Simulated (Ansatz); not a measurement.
Reaction (ligand exchange at the Si–N bond): `O[SiH2]N[Si](O)(O)O` + CH₃SH → `CS[SiH2]O` + `N[Si](O)(O)O`

Gas-phase electronic energies from Ansatz, PBE0-D4/def2-TZVP geometries. CCSD(T)/CBS is the MP2 limit (def2-TZVPP, def2-QZVPP) plus CCSD(T) − MP2 in def2-TZVPP, frozen cores. This one scheme is used for every species. Functionals use def2-TZVPP. B3LYP here is the variant with VWN-RPA as its local correlation; programs differ in this. Each species was taken in one conformer, which may not be the lowest.

```tsv
level	ΔE (kJ/mol)	difference from CCSD(T)/CBS
PBE0-D4	5.9	-6.2
B3LYP-D4	13.0	0.9
PBE0	3.6	-8.5
B3LYP	9.3	-2.8
HF/def2-TZVPP	18.9	6.8
SCS-MP2/def2-TZVPP	15.5	3.4
CCSD/def2-TZVPP	17.5	5.4
CCSD(T)/def2-TZVPP	16.1	4.0
SCS-MP2/def2-QZVPP	13.3	1.2
CCSD/CBS(def2)	13.4	1.3
CCSD(T)/CBS	12.1	0
```

Largest T1 diagnostic among the species: 0.011.

From PBE to PBE0 (25 % exact exchange), in def2-TZVPP and without D4, ΔE moves by +4.1 kJ/mol. The D4 term adds +3.7 kJ/mol with B3LYP and +2.3 kJ/mol with PBE0; it sums over pairs of atoms, weighted by their polarisabilities, and B3LYP, whose exchange is more repulsive, gets the larger term.
